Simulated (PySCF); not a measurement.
## Calculated data, BGeH2O2

Computed with PySCF 2.14.0. Calculation on a computer-drawn molecule: optimised geometry and harmonic frequencies of an isolated molecule of the commonest isotopes, restricted reference for singlets and unrestricted otherwise, frozen core in MP2; on germanium a core potential holds 10 electrons, which the energies leave out, and 3d is frozen in MP2 and coupled-cluster steps.

Entry: BGeH2O2

Start structure:
```xyz
6
BGeH2O2
O     -2.0389     1.6164     0.7812
B     -1.3418     0.6598     0.8605
Ge    -0.2370    -1.0946     0.9435
O      1.0673    -1.0460    -0.2604
H      0.4575    -1.2608     2.2918
H      0.8024    -0.8869    -1.1555
```

Settings of this run: charge 0, multiplicity 2, method MP2, basis cc-pVDZ and basis and core potential on germanium cc-pVDZ-PP ECP10MDF.

Results for BGeH2O2: rotational constants 13, 2.506, 2.134 GHz; total energy -469.5256 hartree; spin squared 0.758; convergence status largest gradient component 3.726e-05 hartree/bohr.

Drawn bonds:
```
atom  other atom  order
   1           2      2
   2           3      1
   3           4      1
   3           5      1
   4           6      1
```

Optimised structure:
```xyz
6
BGeH2O2
O     -2.0554     1.6344     0.7650
B     -1.3348     0.6520     0.8616
Ge    -0.2408    -1.0982     0.9463
O      1.1036    -1.0842    -0.2644
H      0.4668    -1.2659     2.2975
H      0.7700    -0.8502    -1.1449
```

Modes:
```
frequency (cm⁻¹)  reduced mass (dalton)
             118                  6.724
           246.5                   1.95
           294.8                  1.815
           359.9                  9.667
           409.1                  15.67
           589.4                  1.227
           701.4                  4.267
           711.3                   1.29
           945.7                  1.093
            1901                  12.33
            2184                  1.022
            3838                  1.067
```
